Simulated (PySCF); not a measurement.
Species: C13H16O.
Geometry (PBE0-D3(BJ)/def2-SVP, Å), atoms numbered from 1 in this order:
```xyz
30
C13H16O angstrom
C     -3.9228    0.5328    0.8587
C     -2.7352    0.1264   -0.0076
C     -2.7238    0.9559   -1.2983
C     -2.8212   -1.3688   -0.3429
C     -1.4373    0.3845    0.7690
O     -1.4552    0.8245    1.9004
C     -0.1553    0.0717    0.0874
C      1.0108    0.2797    0.7264
C      2.3611    0.0361    0.2316
C      3.4512    0.3512    1.0595
C      4.7599    0.1399    0.6354
C      5.0042   -0.3938   -0.6284
C      3.9312   -0.7140   -1.4639
C      2.6257   -0.5018   -1.0405
H     -3.8752    1.6000    1.1182
H     -4.8660    0.3433    0.3235
H     -3.9341   -0.0296    1.8027
H     -3.6674    0.8051   -1.8463
H     -1.9014    0.6738   -1.9728
H     -2.6295    2.0308   -1.0793
H     -1.9908   -1.7034   -0.9830
H     -2.8129   -1.9814    0.5716
H     -3.7594   -1.5773   -0.8811
H     -0.1837   -0.3239   -0.9304
H      0.9274    0.6841    1.7422
H      3.2584    0.7695    2.0509
H      5.5933    0.3926    1.2949
H      6.0298   -0.5622   -0.9649
H      4.1180   -1.1338   -2.4551
H      1.7974   -0.7582   -1.7044
```

The closed-shell ground state was solved at several levels (PySCF, density fitting, gas phase, non-relativistic).

```
           level  basis functions  total energy (Eh)  HOMO (eV)  LUMO (eV)  gap (eV)  dipole (D)
   PBE0/pcSseg-1              318          -579.4759      -6.87      -2.07      4.80        3.08
wB97X-D/pcSseg-1              318          -579.9639      -8.55      -0.40      8.15        3.06
```

Task: What might CAM-B3LYP/def2-SVPD (411 basis functions) give for the same quantities?

Result: Total energy -579.5213 Eh, HOMO -8.00 eV, LUMO -1.05 eV, gap 6.95 eV, dipole 3.16 D.

Task: Over all these levels, which gives the widest orbital gap and which the narrowest?

Result: wB97X-D/pcSseg-1 (range-separated hybrid) has the widest, 8.15 eV, and PBE0/pcSseg-1 (global hybrid, 25 % exact exchange) the narrowest, 4.80 eV. The two share the basis. From the narrowest to the widest the HOMO moves by -1.68 eV and the LUMO by +1.67 eV.

Task: How far do the dipole and the HOMO energy spread over the levels?

Result: The dipole runs from 3.06 to 3.16 D (mean 3.10 D) and the HOMO from -8.55 to -6.87 eV.

One conformer stands for the species.

Note: wB97X-D ran without an empirical dispersion term, which enters the total energy and its gradient alone.
